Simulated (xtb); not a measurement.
H6AgN2, charge +2, doublet, geometry from GFN2-xTB of the parent state (such geometries of metal compounds can be far from the true shape) (a state made from the parent by changing its charge; the spin is typed, not shown lowest); GFN2-xTB (xtb).

Input for xtb:
```
$ xtb mol.xyz --gfn 2 --chrg 2 --uhf 1 --json

# file mol.xyz
9

Ag    -0.00000000    -0.00000000     0.00000000
N     -1.24067725    -0.67082294     1.77286030
H     -1.65718678     0.11188149     2.27566513
H     -0.69325101    -1.19150804     2.45706103
H     -2.01203145    -1.27912100     1.50100505
N      1.24067725     0.67082294    -1.77286030
H      0.99615131     1.60911881    -2.08706888
H      1.12783478     0.06007285    -2.58104964
H      2.23848315     0.68955590    -1.56561269
```

Output, abridged:

```
   ID    Z sym.   atoms
    1   47 Ag     1
    2    7 N      2, 6
    3    1 H      3-5, 7-9

           -------------------------------------------------
          |                Calculation Setup                |
           -------------------------------------------------

           -------------------------------------------------
          |                 G F N 2 - x T B                 |
           -------------------------------------------------

          ...................................................
          :                      SETUP                      :
          :.................................................:
          :  # basis functions                  24          :
          :  # atomic orbitals                  23          :
          :  # shells                           13          :
          :  # electrons                        25          :
          :  max. iterations                   250          :
          :  Hamiltonian                  GFN2-xTB          :
          :  restarted?                      false          :
          :  GBSA solvation                  false          :
          :  PC potential                    false          :
          :  electronic temp.          300.0000000     K    :
          :  accuracy                    1.0000000          :
          :  -> integral cutoff          0.2500000E+02      :
          :  -> integral neglect         0.1000000E-07      :
          :  -> SCF convergence          0.1000000E-05 Eh   :
          :  -> wf. convergence          0.1000000E-03 e    :
          :  Broyden damping             0.4000000          :
          :  net charge                          2          :
          :  unpaired electrons                  1          :
          ...................................................

 iter      E             dE          RMSdq      gap      omega  full diag
   1    -11.6230634 -0.116231E+02  0.136E+01    5.66       0.0  T
   2    -11.7422653 -0.119202E+00  0.454E+00    6.10       1.0  T
   3    -11.7133402  0.289251E-01  0.683E+00    6.45       1.0  T
   4    -11.7833293 -0.699891E-01  0.179E+00    6.49       1.0  T
   5    -11.8013649 -0.180356E-01  0.118E+00    6.62       1.0  T
   6    -11.7335084  0.678565E-01  0.336E+00    6.55       1.0  T
   7    -11.8025642 -0.690558E-01  0.463E-01    6.59       1.0  T
   8    -11.8040725 -0.150831E-02  0.219E-01    6.61       1.0  T
   9    -11.8042484 -0.175885E-03  0.153E-01    6.61       1.0  T
  10    -11.8043038 -0.554133E-04  0.996E-02    6.61       1.0  T
  11    -11.8043267 -0.228987E-04  0.770E-02    6.61       1.0  T
  12    -11.8043536 -0.269065E-04  0.427E-02    6.62       1.0  T
  13    -11.8043637 -0.101326E-04  0.154E-02    6.62       2.2  T
  14    -11.8043649 -0.117924E-05  0.628E-03    6.62       5.3  T
  15    -11.8043651 -0.222634E-06  0.139E-03    6.62      24.0  T
  16    -11.8043651 -0.123497E-07  0.611E-05    6.62     545.5  T
  17    -11.8043651  0.614619E-12  0.511E-05    6.62     652.8  T

   *** convergence criteria satisfied after 17 iterations ***

         :::::::::::::::::::::::::::::::::::::::::::::::::::::
         ::                     SUMMARY                     ::
         :::::::::::::::::::::::::::::::::::::::::::::::::::::
         :: total energy             -11.696829779204 Eh    ::
         :: gradient norm              0.032201965730 Eh/a0 ::
         :: HOMO-LUMO gap              6.616872862982 eV    ::
         ::.................................................::
         :: SCC energy               -11.804365412305 Eh    ::
         :: -> isotropic ES            0.413122659979 Eh    ::
         :: -> anisotropic ES         -0.033874145958 Eh    ::
         :: -> anisotropic XC          0.000150839844 Eh    ::
         :: -> dispersion             -0.002364721626 Eh    ::
         :: repulsion energy           0.107535633101 Eh    ::
         :: add. restraining           0.000000000000 Eh    ::
[...]
         7        2.0000           -0.9023317             -24.5537
         8        2.0000           -0.8686216             -23.6364
         9        2.0000           -0.8686216             -23.6364
        10        2.0000           -0.8632055             -23.4890
        11        2.0000           -0.8632055             -23.4890
        12        1.9914           -0.8467006             -23.0399
        13        1.0086           -0.8376910             -22.7947 (HOMO)
        14                         -0.5945254             -16.1779 (LUMO)
        15                         -0.4826530             -13.1337
        16                         -0.4826530             -13.1337
        17                         -0.4329799             -11.7820
        18                         -0.2705710              -7.3626
        19                         -0.1785668              -4.8590
        20                         -0.1785666              -4.8590
        21                         -0.1693382              -4.6079
        22                         -0.1693380              -4.6079
        23                          0.2331237               6.3436
      -------------------------------------------------------------
                  HL-Gap            0.2431656 Eh            6.6169 eV
             Fermi-level           -0.7791520 Eh          -21.2018 eV

     #   Z          covCN         q      C6AA      α(0)
     1  47 Ag       1.356     0.729   232.933    31.563
     2   7 N        3.257    -0.267    26.898     7.703
     3   1 H        0.860     0.301     0.711     1.321
     4   1 H        0.860     0.301     0.711     1.321
     5   1 H        0.860     0.301     0.711     1.321
     6   7 N        3.257    -0.267    26.898     7.703
     7   1 H        0.860     0.301     0.711     1.321
     8   1 H        0.860     0.301     0.711     1.321
     9   1 H        0.860     0.301     0.711     1.321

 Mol. C6AA /au·bohr⁶  :        928.023556
 Mol. C8AA /au·bohr⁸  :      43611.446261
 Mol. α(0) /au        :         54.893176

Wiberg/Mayer (AO) data.
largest (>0.10) Wiberg bond orders for each atom

 ---------------------------------------------------------------------------
     #   Z sym  total        # sym  WBO       # sym  WBO       # sym  WBO
 ---------------------------------------------------------------------------
     1  47 Ag   1.622 --     6 N    0.730     2 N    0.730
     2   7 N    3.510 --     3 H    0.878     5 H    0.878     4 H    0.878
                             1 Ag   0.730     6 N    0.139
     3   1 H    0.909 --     2 N    0.878
     4   1 H    0.909 --     2 N    0.878
     5   1 H    0.909 --     2 N    0.878
     6   7 N    3.510 --     8 H    0.878     7 H    0.878     9 H    0.878
                             1 Ag   0.730     2 N    0.139
     7   1 H    0.909 --     6 N    0.878
     8   1 H    0.909 --     6 N    0.878
     9   1 H    0.909 --     6 N    0.878
 ---------------------------------------------------------------------------

Topologies differ in total number of bonds
Writing topology from bond orders to xtbtopo.mol

molecular dipole:
                 x           y           z       tot (Debye)
 q only:        0.000       0.000      -0.000
   full:       -0.000      -0.000       0.000       0.000
molecular quadrupole (traceless):
                xx          xy          yy          xz          yz          zz
 q only:       -1.644       7.977     -12.084     -21.082     -11.399      13.728
  q+dip:       -1.796       8.717     -13.204     -23.036     -12.456      15.000
   full:       -1.577       7.655     -11.597     -20.231     -10.939      13.174

           -------------------------------------------------
          | TOTAL ENERGY              -11.696829779204 Eh   |
          | GRADIENT NORM               0.032201965730 Eh/α |
          | HOMO-LUMO GAP               6.616872862982 eV   |
           -------------------------------------------------

normal termination of xtb
```
